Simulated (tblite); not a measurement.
Species: C6H7N2 (doublet state).
SMILES: `[H]/N=C1\C[C@@H]2[CH][C@H]1N=C2`

Structure optimised with GFN2-xTB, isolated species. This method treats the open shell by occupation alone, without spin polarisation.

Take the most abundant isotopes and a rigid rotor. 

Give the principal moments of inertia and the rotational constants in GHz.

Ia = 128.10, Ib = 214.68, Ic = 242.85 u·Å²; 505379 MHz·u·Å²/I gives 3945, 2354 and 2081 MHz, that is A = 3.9453, B = 2.3541, C = 2.0810 GHz.

Classify the top.

An asymmetric top: κ = (2 × 2354 − 3945 − 2081)/(3945 − 2081) = -0.71.

Is it planar, by Δ = Ic − Ia − Ib?

Not planar: Δ = Ic − Ia − Ib = -99.93 u·Å². For a rigid frame Δ = −2 Σ m c², so Σ m c² = 49.97 u·Å² lies off the ab plane: 11.47 from hydrogen and 38.49 from heavier atoms. The atom farthest from that plane is 2.30 Å away.

Give the coordinates in the principal-axis frame, origin at the centre of mass.

The sense of each axis is arbitrary; atoms in the order of the calculation.
```
atom  mass (u)   a (Å)   b (Å)   c (Å)
  H1     1.008   2.920   0.424  -0.589
  N2    14.003   2.307  -0.273  -0.172
  C3    12.000   1.096   0.028  -0.091
  C4    12.000   0.339   1.297  -0.445
  C5    12.000  -1.064   0.966   0.160
  C6    12.000  -0.615   0.159   1.338
  C7    12.000   0.070  -0.909   0.559
  N8    14.003  -0.866  -1.230  -0.516
  C9    12.000  -1.523  -0.169  -0.726
 H10     1.008   0.787   2.155   0.059
 H11     1.008   0.316   1.497  -1.519
 H12     1.008  -1.728   1.813   0.299
 H13     1.008  -0.330   0.533   2.301
 H14     1.008   0.492  -1.784   1.038
 H15     1.008  -2.262  -0.092  -1.504
```

List the rotational levels J(Ka,Kc) to J = 3 (MHz).

Above 0(0,0):
J = 1: 1(0,1) 4435, 1(1,1) 6026, 1(1,0) 6299
J = 2: 2(0,2) 13273, 2(1,2) 14623, 2(1,1) 15442, 2(2,1) 20216, 2(2,0) 20248
J = 3: 3(0,3) 26452, 3(1,3) 27500, 3(1,2) 29136, 3(2,2) 33521, 3(2,1) 33679, 3(3,1) 42179, 3(3,0) 42181

For this open shell read J as N, the rotation without spin; fine and hyperfine splittings come on top. Its GFN2-xTB frequencies are all real (lowest 99 cm⁻¹). No vibrational averaging or centrifugal distortion is included, and the geometry carries the error of its method.

These are computed values.
